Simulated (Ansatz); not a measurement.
`C[O][Ge][O]C` + `O[SiH2][O][GeH3]` → `CO[SiH2][O][GeH3]` + `C[O][Ge][OH]`  (substitution at a C–O bond)

Isolated molecules relaxed with PBE0-D4/def2-TZVP in Ansatz; ΔE leaves out vibrations. CBS: MP2 limit from def2 TZ/QZ plus the TZ coupled-cluster correction, frozen cores. DFT in def2-TZVPP. B3LYP here is the variant with VWN-RPA as its local correlation; programs differ in this. For Ge outer-core shells are correlated without core-valence functions, which leaves a few kJ/mol of doubt a bond. Scalar relativity is left out up to krypton. Each species was taken in one conformer, which may not be the lowest.

```
             level  ΔE (kJ/mol)  difference from CCSD(T)/CBS
         r2SCAN-D4          2.5                          0.1
           PBE0-D4          2.6                          0.2
          B3LYP-D4          2.2                         -0.2
           ωB97X-V          1.2                         -1.2
           ωB97M-V          1.3                         -1.1
            r2SCAN          2.8                          0.4
             B3LYP          3.3                          0.9
     HF/def2-TZVPP         -1.3                         -3.7
    MP2/def2-TZVPP          3.8                          1.4
SCS-MP2/def2-TZVPP          2.9                          0.5
   CCSD/def2-TZVPP          2.0                         -0.4
CCSD(T)/def2-TZVPP          3.1                          0.7
     HF/def2-QZVPP         -1.6                         -4.0
SCS-MP2/def2-QZVPP          2.4                          0.0
      HF/CBS(def2)         -1.6                         -4.0
     MP2/CBS(def2)          3.1                          0.7
       CCSD(T)/CBS          2.4                            0
```

Largest T1 diagnostic among the species: 0.015.

In def2-TZVPP, CCSD(T) changes the Hartree–Fock value by +4.4 kJ/mol (the triples alone add +1.1 kJ/mol) and MP2 by +5.1 kJ/mol.
